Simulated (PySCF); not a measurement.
Radial density of Zr+ (zirconium, charge +1)

TPSSh, [Kr] 4d1 5s1 5p1, one real determinant (an excited configuration). Computed with PySCF 2.14 in aug-cc-pVDZ-PP with ECP28MDF, with scalar relativity through the core potential. This is the valence pseudo-density: the core potential removes the inner electrons and smooths the orbitals near the nucleus.

```tsv
r (bohr)	4πr²ρ (e/bohr)	4πr²(ρα − ρβ)
0.0368	1.036e-05	0.0000
0.0620	3.192e-05	0.0000
0.104	0.0001277	0.0000
0.175	0.0009377	0.0001
0.295	0.01526	0.0017
0.496	0.4568	0.0362
0.834	5.526	0.3459
1.40	7.070	0.5623
2.36	1.524	0.8058
3.97	0.6202	0.6151
6.68	0.04797	0.0480
11.2	0.0002020	0.0002
```

⟨L²⟩ = 8.02 against 12 for a pure F term, so this real determinant mixes terms. Energies and moments cover only the electrons outside the core potential.
